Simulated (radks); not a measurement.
Removal energies from the ruthenium ion Ru3+, [Kr] 4d5, by Delta-SCF beside the eigenvalue of the level emptied. Method: scalar-relativistic Kohn-Sham, r2SCAN, spin-polarised, spherical densities, finite nucleus; meta-GGA in the generalised Kohn-Sham scheme; Fermi nuclear charge, rms radius of each element as measured or else 0.836 A^(1/3) + 0.57 fm; computed with a radial shooting solver on a logarithmic mesh with Libxc functionals. Open shells are filled with parallel spins first.

[
 {"removed from": "4d", "final configuration": "[Kr] 4d4", "Delta-SCF (eV)": "46.450", "-eigenvalue (eV)": "39.362"},
 {"removed from": "4p", "final configuration": "[Ar] 3d10 4s2 4p5 4d5", "Delta-SCF (eV)": "86.556", "-eigenvalue (eV)": "78.786"},
 {"removed from": "4s", "final configuration": "[Ar] 3d10 4s1 4p6 4d5", "Delta-SCF (eV)": "118.31", "-eigenvalue (eV)": "110.18"},
 {"removed from": "3d", "final configuration": "[Ar] 3d9 4s2 4p6 4d5", "Delta-SCF (eV)": "329.12", "-eigenvalue (eV)": "310.61"}
]
